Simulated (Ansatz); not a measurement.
The first iterations of a band of CH4BNO (8 atoms, charge 0, multiplicity 1).

Method: RKS PBE-D4/def2-mTZVP in Ansatz.

* movable images: 7
* climbing image: yes
* spring: 2.0 to 10.0 eV/Å², energy-weighted
* optimiser: quadratic models (default)
* start path: IDPP
* force threshold: 0.03 eV/Å
* iteration limit: 60
* end points: relaxed

Image 0:

```xyz
8
Properties=species:S:1:pos:R:3
N -0.778 0.868 -0.465
B 0.405 0.133 -0.441
C 0.540 -0.959 0.718
O 1.516 -1.681 0.892
H -0.986 1.592 -1.149
H -1.531 0.732 0.211
H 1.264 0.324 -1.253
H -0.338 -1.067 1.431
```

Image 8:

```xyz
8
Properties=species:S:1:pos:R:3
N -0.781 0.862 -0.470
B 0.407 0.137 -0.438
C 0.543 -0.954 0.722
O 1.514 -1.682 0.889
H -1.537 0.720 0.201
H -0.993 1.582 -1.157
H 1.271 0.334 -1.244
H -0.333 -1.057 1.441
```

| iteration | highest image above the first end (eV) | largest band force component (eV/Å) |
| --- | --- | --- |
| 1 | 1.800 | 2.263 |
| 2 | 1.713 | 1.643 |
| 3 | 1.697 | 0.862 |

**Question.** Does the band converge within its limit, and where does its top end?

**Answer.** The forces met the threshold. It ended after 9 iterations with the highest image 1.475 eV above the first end. Another band between the same ends (7 images) ends at a top of the same energy, where a vibrational analysis finds 2 clearly imaginary modes.

Run time: 120 s on 1 CPU thread of a shared host.
